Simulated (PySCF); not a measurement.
**Correlation energy of Be (beryllium, neutral)**

[He] 2s1 3d1, high-spin 3D determinant (an excited configuration). Computed with PySCF 2.14 in aug-cc-pVTZ-DK (5s4p3d2f, 46 functions), with the spin-free X2C one-electron Hamiltonian (Gaussian nucleus). Frozen: 1s2; 2 electrons correlated.

With two correlated electrons CCSD is exact within the correlated space (frozen core and kept virtual orbitals).

```csv
level,correlation energy (mhartree)
CCSD,-8.07
```

Diagnostics: T1 = 0.0047, D1 = 0.0068, largest double amplitude 0.112.

Question: Is a single reference adequate?

Answer: Mostly. T1 lies below 0.03, but a double amplitude of this size points to a near-degeneracy that CCSD handles and MP2 describes poorly.
